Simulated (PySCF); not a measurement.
Bond stretch in Li2 (cation, charge +1), doublet.

Computed with: UHF/cc-pVDZ (PySCF); ROHF/cc-pVDZ (PySCF); ROKS-r2SCAN = restricted open-shell r2SCAN/cc-pVDZ in PySCF; UKS-PBE = unrestricted PBE/cc-pVDZ in PySCF.

Energies are in kJ/mol, each relative to the lowest point of its own curve near equilibrium.

```
R / Å    UHF   ROHF  ROKS-r2SCAN  UKS-PBE
-----  -----  -----  -----------  -------
2.45    33.9   33.9         28.3     26.8
2.61    18.1   18.1         14.4     13.6
2.74     9.6    9.6          7.2      6.8
2.93     2.5    2.5          1.5      1.4
3.02     0.9    0.9          0.3      0.3
3.14     0.0    0.0          0.0      0.0
3.23     0.2    0.2          0.5      0.4
3.29     0.7    0.7          1.1      1.0
3.44     2.9    2.9          3.5      3.2
3.57     5.7    5.7          6.3      5.7
3.74    10.4   10.4         10.7      9.7
3.99    18.6   18.6         18.1     16.2
4.40    33.9   33.9         30.9     27.4
4.84    50.5   50.5         43.8     38.4
5.39    69.1   69.1         56.5     48.8
5.85    81.9   81.9         63.7     54.2
6.52    95.9   95.9         69.2     57.6
7.11   104.6  104.6         70.6     57.9
7.86   111.8  111.8         69.9     56.4
8.64   116.2  116.2         67.8     54.0
9.62   119.0  119.0         64.8     50.9
```

At the longest distance ROKS-r2SCAN, UKS-PBE leaves fractional charges on the fragments, a sign of delocalisation error or of the restricted form.
